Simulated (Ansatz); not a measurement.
`C[SiH2][AlH][F]` + CH₃NH₂ → `C[NH][AlH][F]` + `C[SiH3]` at 400 K and 1 bar (cleavage of the Al–Si bond).

Program: Ansatz. Geometries: PBE0-D4/def2-TZVP. ΔE: electronic, gas phase. CCSD(T)/CBS adds triple-zeta CCSD(T) − MP2 to the extrapolated MP2 energy (def2 sets, frozen cores). This one scheme is used for every species. One conformer a species, not always the lowest.

```tsv
species	CCSD(T)/CBS energy (Eh)	H − E (kJ/mol)	S (J/(mol·K))
`C[SiH2][AlH][F]`	-672.62263	199.2	395.9
CH₃NH₂	-95.75281	185.4	256.0
`C[NH][AlH][F]`	-437.67416	195.7	345.4
`C[SiH3]`	-330.73916	180.9	277.1
```

H − E and S are ideal-gas, rigid-rotor, harmonic terms from PBE0-D4/def2-TZVP, for one conformer and one mirror image of each species. 1 Eh = 2625.50 kJ/mol, R = 8.31446 J/(mol·K).

**Question.** By hand: ΔE, ΔH, ΔS and ΔG.

**Answer.** ΔE = (-437.67416) + (-330.73916) − (-672.62263) − (-95.75281) = -0.03788 Eh = -99.5 kJ/mol. Δ(H − E) = 195.7 + 180.9 − 199.2 − 185.4 = -8.0, so ΔH = -107.5 kJ/mol. ΔS = 345.4 + 277.1 − 395.9 − 256.0 = -29.4 J/(mol·K). ΔG = -107.5 − 400 × (-29.4)/1000 = -95.7 kJ/mol.

**Question.** By hand: the equilibrium constant, and the temperature at which ΔG would vanish if ΔH and ΔS stayed fixed.

**Answer.** log₁₀ K = −ΔG/(RT ln 10) = 12.5. ΔG = 0 at ΔH/ΔS = 3656 K, far beyond where these terms or the molecules hold.

ΔH outweighs TΔS. A doubt of 5 kJ/mol in ΔE shifts log₁₀ K by 0.7 here. Other conformers and mirror images would add mixing entropy, several J/(mol·K) or more a flexible species. Modes under 60 cm⁻¹, often nearly free rotors, make the harmonic entropy too high. These are equilibria of isolated gas molecules and say nothing of rates. Largest T1 diagnostic: 0.012 (customary marks: 0.02 for closed shells, 0.045 for open ones).
